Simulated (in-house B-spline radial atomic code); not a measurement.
# The nickel ion Ni⁷⁺: [Ar] 3d3

Level of theory: Dirac-Kohn-Sham PBEsol, spherical fractional occupations, Fermi nucleus of rms radius 3.7757 fm; calculated with an all-electron radial atomic-structure program (B-spline basis).

Screening seen three ways: the hydrogenic charge with the same mean radius, Z_r = [3n² - l(l+1)]/(2<r>), the one with the same energy, Z_e = n√(-2ε), and Slater's rules. Values are occupation-weighted means over j.

| shell | electrons | ε (eV) | <r> (bohr) | Z_r | Z_e | Slater |
| --- | --- | --- | --- | --- | --- | --- |
| 1s | 2 | -8355.7 | 0.05413 | 27.71 | 24.78 | 27.70 |
| 2s | 2 | -1137.6 | 0.2447 | 24.52 | 18.29 | 23.85 |
| 2p | 6 | -1000.8 | 0.2152 | 23.23 | 17.15 | 23.85 |
| 3s | 2 | -252.28 | 0.7011 | 19.26 | 12.92 | 16.75 |
| 3p | 6 | -211.4 | 0.7156 | 17.47 | 11.83 | 16.75 |
| 3d | 3 | -145.96 | 0.7236 | 14.51 | 9.83 | 9.30 |

The least bound orbital is 3d5/2 at -145.8 eV, and it is also the most diffuse (<r> = 0.7245 bohr).

Spin-orbit splittings of the orbital energies (j = l + 1/2 above j = l - 1/2 when positive): 2p 17.44 eV, 3p 2.614 eV, 3d 0.3897 eV.

For the 1s electron the small component carries 1.02 % of the norm, the zero-frequency Breit interaction raises the level by 10.61 eV, self-energy by 5.311 eV, and vacuum polarisation lowers it by 0.4724 eV.
